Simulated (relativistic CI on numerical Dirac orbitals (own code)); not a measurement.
**Electric-dipole lines of Ir⁷¹⁺**

Method of calculation: Dirac-Coulomb-Breit CI, KLI orbitals optimised for each configuration, a model potential for QED, unscaled Slater integrals (own radial code, finite nucleus).

Configuration list (outside the closed core 1s2): 2s2 2p2, 2s 2p3, 2p4, 2p3 3s, 2p3 3p, 2s2 2p 3s, 2p3 3d, 2s2 2p 3p, 2s2 2p 3d, 2s 2p2 3s, 2s 2p2 3p, 2s 2p2 3d, 2s2 2p 4s, 2s2 2p 4p, 2s2 2p 4d, 2s2 2p 4f. Levels of other configurations are missing.

```tsv
λ vac (Å)	Lower	Upper	A (s⁻¹)	E lower (Ry)	E upper (Ry)
1.0183	2s2 2p2 1D_2 [3]	2s2 2p 3d 3F°_3 [68]	1.74e+15	126.28	1021.19
1.0204	2s2 2p2 3P_0 [1]	2s2 2p 3d 3D°_1 [32]	2.32e+15	0.00	893.01
1.0212	2s 2p3 3D°_3 [9]	2s 2p2 3d 3F_4 [178]	1.83e+15	274.79	1167.10
1.0223	2s 2p3 3P°_2 [4]	2s 2p2 3d 3D_2 [94]	1.91e+15	148.72	1040.10
1.0230	2s 2p3 3P°_2 [4]	2s 2p2 3d 3D_3 [92]	1.86e+15	148.72	1039.48
1.1682	2s 2p3 3P°_2 [16]	2s 2p2 3d 3D_3 [199]	2.02e+15	404.45	1184.52
1.1709	2s2 2p2 3P_2 [6]	2s2 2p 3d 3D°_3 [78]	2.92e+15	253.20	1031.49
1.1732	2s2 2p2 3P_1 [2]	2s2 2p 3d 3P°_2 [33]	1.63e+15	124.93	901.67
1.1747	2s2 2p2 1D_2 [3]	2s2 2p 3d 3F°_3 [34]	1.80e+15	126.28	902.02
1.1750	2s 2p3 5S°_2 [8]	2s 2p2 3d 3F_3 [106]	2.41e+15	271.42	1046.96
1.1756	2s 2p3 3D°_3 [9]	2s 2p2 3d 3F_4 [111]	2.33e+15	274.79	1049.93
1.1761	2s 2p3 3D°_3 [9]	2s 2p2 3d 3D_3 [110]	1.39e+15	274.79	1049.58
1.1763	2s 2p3 3P°_2 [4]	2s 2p2 3d 3D_3 [39]	1.80e+15	148.72	923.41
1.1772	2s 2p3 3S°_1 [11]	2s 2p2 3d 3P_2 [117]	2.25e+15	281.59	1055.70
1.1780	2s 2p3 1D°_2 [12]	2s 2p2 3d 1F_3 [118]	2.57e+15	282.24	1055.79
1.1811	2p4 3P_2 [14]	2p3 3d 3D°_3 [131]	2.93e+15	307.43	1078.96
1.1847	2s 2p3 1P°_1 [5]	2s 2p2 3d 3F_2 [40]	1.62e+15	155.61	924.78
3.4107	2s2 2p 3d 3F°_2 [31]	2s2 2p 4f 3G_3 [166]	3.70e+14	891.02	1158.19
3.5254	2s2 2p 3d 3P°_2 [33]	2s2 2p 4f 3D_3 [172]	3.55e+14	901.67	1160.16
3.5302	2s2 2p 3d 3F°_3 [34]	2s2 2p 4f 3G_4 [171]	3.80e+14	902.02	1160.15
```

Terms are leading LS components. Brackets give the number of a level in order of energy, since labels repeat. The list gives strong lines, with weight on those to low levels, without lines whose two gauges differ by over a factor of 2.5, among the lowest 200 of 274 levels, so that lines to higher ones, which can be the strongest, are missing. Levels whose partners in the same complex of configurations lie outside the list can be far off, and so can their lines. Rates are taken at the computed energies, electric ones in the length gauge.

At this charge energies of transitions that change n are usually good to better than 1 %, and those within a shell (Δn = 0) to a few per cent.

LS names give the leading component of a level, which can be under half, so a name can repeat, a term be missing and a line seem to break the LS rules.
